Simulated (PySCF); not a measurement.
System: C3H10Cl2Si2 (charge 0, singlet). 
Coordinates optimised at B3LYP-D3(BJ)/def2-TZVP (Ansatz):
```xyz
17

C     -1.2887    -1.2102    -2.1504
Si    -1.2752    -0.2846    -0.5162
C     -1.6452    -1.4377     0.9166
C     -2.4714     1.1632    -0.5456
Si     0.8850     0.5513    -0.1607
Cl     2.2224    -1.0372    -0.0907
Cl     0.9362     1.5393     1.6664
H     -0.5566    -2.0197    -2.1480
H     -1.0576    -0.5487    -2.9876
H     -2.2739    -1.6474    -2.3321
H     -0.9269    -2.2585     0.9547
H     -2.6452    -1.8666     0.8143
H     -1.6004    -0.9065     1.8689
H     -3.4969     0.8071    -0.6725
H     -2.2518     1.8478    -1.3672
H     -2.4247     1.7290     0.3866
H      1.4331     1.5016    -1.1528
```
Charge 0, spin multiplicity 1.

Dispersion corrections to the total energy (kcal/mol) from the dftd3 and dftd4 libraries through PySCF: D3(BJ) without and D4 with the three-body term, each with the damping fitted for the functional named.

```json
[
 {"functional": "HSE06", "D3(BJ)": "-9.79", "D4": "-10.12"},
 {"functional": "PBE0", "D3(BJ)": "(withheld)", "D4": "-10.71"},
 {"functional": "BP86", "D3(BJ)": "-21.97", "D4": "-17.46"},
 {"functional": "TPSSh", "D3(BJ)": "-15.28", "D4": "(withheld)"},
 {"functional": "HF", "D3(BJ)": "-79.12", "D4": "-36.79"},
 {"functional": "B2GP-PLYP", "D3(BJ)": "-10.43", "D4": "-5.52"},
 {"functional": "revPBE", "D3(BJ)": "-28.43", "D4": "(withheld)"}
]
```

What belongs in the gaps?


- PBE0, D3(BJ): -11.43
- TPSSh, D4: -15.11
- revPBE, D4: -31.55
